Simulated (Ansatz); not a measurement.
Two structures of SiH2F4, singlet, reached by relaxing down either side of one saddle point (PBE0-D4/def2-TZVP). Energies are electronic, without zero-point energy. Computed with Ansatz 0.2.0 (basis: def2-TZVPP and def2-QZVPP); correlated methods freeze the cores. Extrapolation: Hartree–Fock as exp(−7.88 √X), correlation as X^−2.97. First:

Si1  (-0.708, 0.596, 0.577)
F2  (0.593, -0.055, 1.145)
F3  (-0.843, 0.264, -0.943)
F4  (-0.638, 2.145, 0.765)
F5  (-1.948, 0.035, 1.343)
H6  (1.981, -1.539, -1.138)
H7  (1.562, -1.446, -1.749)
(Å)

Second:

Si1  (-0.606, 0.386, -0.564)
F2  (2.042, -0.941, 1.199)
F3  (-2.056, 0.372, -1.167)
F4  (-0.265, 1.849, -0.109)
F5  (-0.634, -0.523, 0.737)
H6  (1.150, -1.019, 1.425)
H7  (0.370, -0.124, -1.521)
(Å)

(1) Which bonds change from the first to the second?

(2) Give the saddle point's structure and its height above each. (To be estimated.)

No T1 diagnostic of these runs exceeds 0.013.

## Answers

(1) SiF₄ ([F][Si]([F])([F])[F]) + H₂ → SiHF₃ ([F][SiH]([F])[F]) + HF; bonds formed: Si1–H7, F2–H6; bonds broken: Si1–F2, H6–H7.

(2) Computed: 264.9 kJ/mol above the first and 151.8 kJ/mol above the second (CCSD(T) at an estimated basis limit (MP2 extrapolated from triple and quadruple zeta, plus CCSD(T) − MP2 in triple zeta)).
Si1  (-0.342, 0.208, -0.016)
F2  (1.035, -0.342, 1.097)
F3  (-1.155, 0.340, -1.376)
F4  (-0.017, 1.710, 0.302)
F5  (-1.392, -0.506, 0.908)
H6  (1.157, -0.719, -0.006)
H7  (0.714, -0.692, -0.910)
(Å)

Labels in which every atom is bracketed show which atoms are joined, not bond orders.

For scale, one of the runs: CCSD(T)/def2-TZVPP, 194 basis functions, launched by `ansatz run in.yaml --threads 4 --pin off --events-out ev --progress --plain --max-ram 9574MiB`. The run took 86 s on 4 CPU threads of an Intel Xeon (shared host), with 2.5 GiB of host memory at its peak.
